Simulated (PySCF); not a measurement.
Species: C2H8SiTe.
Bonds: C1–C2, C2–Te3, Te3–Si4. Hydrogens: H5, H6, H7 on C1; H8, H9 on C2; H10, H11, H12 on Si4.

Method used: PBE0-D3(BJ)/def2-SVP geometry optimisation, gas phase, def2 core potentials past Kr in PySCF 2.14.0.

Task: How far are the bound atoms from Te3?

Result: 2 atoms: C2 2.183 Å, Si4 2.495 Å. The nearest atom not counted as bound is H9, at 2.66 Å.

Task: What is the shape at Te3?

Result: Bent: angle 93.9°.

Task: What are the other bond lengths?

Result: C1–C2 1.513 Å; C1–H5, C1–H6, C1–H7 1.101 Å; C2–H8, C2–H9 1.100 Å; Si4–H10, Si4–H11, Si4–H12 1.494 Å.

Task: Give some angles away from the centre.

Result: C1–C2–Te3 114.6°.

Task: What are the rotational constants (commonest isotopes, rigid rotor)?

Result: A = 2948, B = 2380, C = 1425 MHz: an asymmetric top.

Point group: C1 (no symmetry element, even within 0.4 Å). Charge 0, singlet. No frequency check.

Shape of the structure used: `[CH3:1][CH2:2][Te:3][SiH3:4]`: C1–C2–Te3–Si4 65°.

One conformer stands for the species.
